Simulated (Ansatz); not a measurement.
`F[B]([AlH2])[SiH3]` + `FB(F)Br` → `FB([SiH3])Br` + `F[B](F)[AlH2]`  (redistribution)

Program: Ansatz. Geometries: PBE0-D4/def2-TZVP. ΔE: electronic, gas phase. CCSD(T)/CBS is the MP2 limit (def2-TZVPP, def2-QZVPP) plus CCSD(T) − MP2 in def2-TZVPP, frozen cores. DFT in def2-TZVPP. For Br outer-core shells are correlated without core-valence functions, which leaves a few kJ/mol of doubt a bond. Scalar relativity is left out up to krypton.

`F[B]([AlH2])[SiH3]`:

Cartesian coordinates in Å:
```
F 0.213 0.109 -2.165
B 0.121 0.138 -0.836
Al 0.683 1.934 0.245
Si -0.564 -1.541 0.120
H 2.176 2.137 0.759
H -0.402 3.039 0.615
H -1.842 -1.183 0.805
H -0.796 -2.736 -0.738
H 0.409 -1.897 1.195
```

`FB(F)Br`:

Cartesian coordinates in Å:
```
F -0.523 -1.000 -0.808
B -0.046 -0.129 0.045
F 0.013 -0.445 1.314
Br 0.556 1.574 -0.552
```

`FB([SiH3])Br`:

Cartesian coordinates in Å:
```
F 2.108 -0.532 -0.374
B 1.077 0.270 -0.246
Si -0.795 -0.370 0.199
Br 1.401 2.147 -0.501
H -1.708 0.045 -0.898
H -0.851 -1.846 0.361
H -1.232 0.287 1.459
```

`F[B](F)[AlH2]`:

```xyz
6

F     1.152   -0.504    1.725
B     0.182   -0.694    0.842
F    -0.553   -1.778    1.044
Al   -0.173    0.659   -0.799
H     0.554    0.431   -2.192
H    -1.162    1.886   -0.620
```

```csv
level,ΔE (eV)
BHLYP,-0.43
HF/def2-QZVPP,-0.42
```

Problem. What does CCSD(T)/CBS give? (Best estimate.)

Solution. The calculation gave: -0.45 eV. The listed levels differ from it by 0.02, 0.03 eV.

Problem. What do rigid-rotor, harmonic-oscillator terms from PBE0-D4/def2-TZVP frequencies (298.15 K, 1 bar) make of the CCSD(T)/CBS value? (Estimate.)

Solution. The calculation gave: ΔZPE = +0.01 eV, ΔH = -0.44 eV, ΔS = -3 J/(mol·K), ΔG = -0.43 eV. Modes under 50 cm⁻¹ make the entropy rough.

Largest T1 diagnostic among the species: 0.015.

At CCSD(T), def2-SVP lies +0.06 eV from the extrapolated value and def2-TZVPP +0.02 eV. Leaving LDA and LC-ωPBE aside and taking each functional with its dispersion term where it has one, the values, not all of them listed here, spread over 0.12 eV, from B2PLYP to B97M-V.
